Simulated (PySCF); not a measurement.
**Mo (molybdenum, neutral) across methods**

[Kr] 4d5 5s1, high-spin 7S determinant. All numbers are calculated (PySCF 2.14, scalar relativity through the core potential, in aug-cc-pwCVTZ-PP with ECP28MDF (8s8p7d4f3g, 122 functions)).

| method | E (hartree) | mean ε 4p β (eV) | mean ε 4d α (eV) | mean ε 5s α (eV) | Σ⟨r²⟩ (bohr²) | ⟨S²⟩ |
| --- | --- | --- | --- | --- | --- | --- |
| UHF | -67.34522 | -43.425 | -9.359 | -6.474 | 51.63 | 12.003 |
| r2SCAN | -67.9250 | -36.693 | -4.760 | -4.952 | 50.84 | 12.001 |
| PBE0 | -67.8781 | -38.234 | -5.817 | -5.203 | 51.28 | 12.001 |
| wB97X-V | -67.8152 | -40.946 | -7.911 | -6.700 | 51.53 | 12.001 |
| LC-wPBE | -67.8900 | -40.927 | -8.368 | -6.985 | 50.89 | 12.002 |
| LDA | -67.7229 | -36.250 | -4.635 | -4.884 | 51.80 | 12.000 |
| TPSS | -67.8634 | -36.363 | -4.470 | -4.595 | 51.63 | 12.000 |
| PBE | -67.8957 | -36.177 | -4.526 | -4.666 | 51.77 | 12.000 |

Energies and moments cover only the electrons outside the core potential.
